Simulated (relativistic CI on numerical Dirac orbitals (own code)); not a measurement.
# What each ingredient does to the levels of Au III

Base calculation: Dirac-Coulomb-Breit CI, separate exchange-only KLI orbitals for each configuration, QED by a radiative potential, valence Slater integrals scaled by 0.85, P86 correlation energy added to each configuration.

CI space (outside the closed core [Xe] 4f14): 5d9, 5d8.6s, 5d8.6p, 5d8.5f, 5d7.6s.6p, 5d8.7s, 5d8.6d, 5d8.7p, 5d8.8s, 5d8.7d, 5d8.8p, 5d8.6f, 5d8.5g, 5d8.8d, 5d8.7f, 5d7.5f.6s, 5d7.6s2, 5d6.6s2.6p, 5d6.5f.6s2, 5d6.6s2.7s, 5d6.6s2.6d, 5d6.6s2.7p, 5d7.6s.7s, 5d6.6s.6p.7s, 5d6.5f.6s.7s, 5d6.6s.7s2, 5d6.6s.6d.7s, 5d6.6s.7s.7p. Double excitations out of closed p, d and f shells are left out; levels of such configurations are missing from the list, as are those of other unlisted configurations, and high levels can miss mixing partners.

The lowest level and the first level of each name with at least 55 % of one term (blank where a level has no safe partner in the second run):

| Level | Base (cm⁻¹) | Shift (cm⁻¹) |
| --- | --- | --- |
| 5d9 2D_5/2 | 0.0 | 0.0 |
| 5d9 2D_3/2 | 11786.3 | -11786.3 |
| 5d8.6s 4F_9/2 | 33385.5 | +40389.3 |
| 5d8.6s 4F_7/2 | 38914.0 | +34860.8 |
| 5d8.6s 4F_5/2 | 47830.3 |  |
| 5d8.6s 2F_7/2 | 49589.0 | +31505.1 |
| 5d8.6s 4P_3/2 | 53993.4 | +31437.4 |
| 5d8.6s 4P_1/2 | 54161.9 | +31268.9 |
| 5d8.6s 2G_9/2 | 61740.0 | +30308.4 |
| 5d8.6s 2G_7/2 | 62495.6 | +29552.8 |
| 5d8.6s 2P_1/2 | 63782.5 | +28670.0 |
| 5d7.6s2 4F_9/2 | 89557.1 | +81771.4 |
| 5d8.6p 4D°_7/2 | 89826.0 | +27591.6 |
| 5d8.6s 2S_1/2 | 90537.5 | +25523.3 |
| 5d7.6s2 4F_7/2 | 99999.0 | +71329.5 |
| 5d7.6s2 4F_5/2 | 101568.2 | +69760.4 |
| 5d8.6p 4G°_11/2 | 102918.6 | +17202.4 |
| 5d8.6p 4F°_9/2 | 104534.7 | +17541.9 |
| 5d8.6p 2F°_7/2 | 106195.4 |  |
| 5d8.6p 4D°_3/2 | 106991.4 |  |
| 5d7.6s2 4P_5/2 | 108788.8 |  |
| 5d8.6p 2D°_5/2 | 109254.3 |  |

For a near-neutral ion this model can misplace configurations by up to about 10,000 cm⁻¹ (more where the count of f electrons changes) and terms by 10 to 25 % of their spread. Rates follow the energies as ν³ (E1, M1) or ν⁵ (E2), so they and the lifetimes can be off by large factors. The fine structure of a lone outer electron comes out too small, for d and f at times inverted, and misplaced configurations move strength between like terms. 10 of the 16 excited levels that our extract of the measured tables holds in this range could be paired (the sources list more); they are missed by 3766 cm⁻¹ on average and 5455 at most, and levels without a partner can miss by more.

(1) One thing was changed in a second run, which moved the levels as shown. Which?
A. no correlation estimate
B. self-excluded LDA correlation estimate
C. Breit term removed
D. configuration mixing switched off
E. QED terms removed
F. non-relativistic limit

## Answers

(1) F. Non-relativistic limit. Without relativity the fine structure collapses and s electrons lose their extra binding.

LS names give the leading component of a level, which can be under half, so a name can repeat, a term be missing and a line seem to break the LS rules.
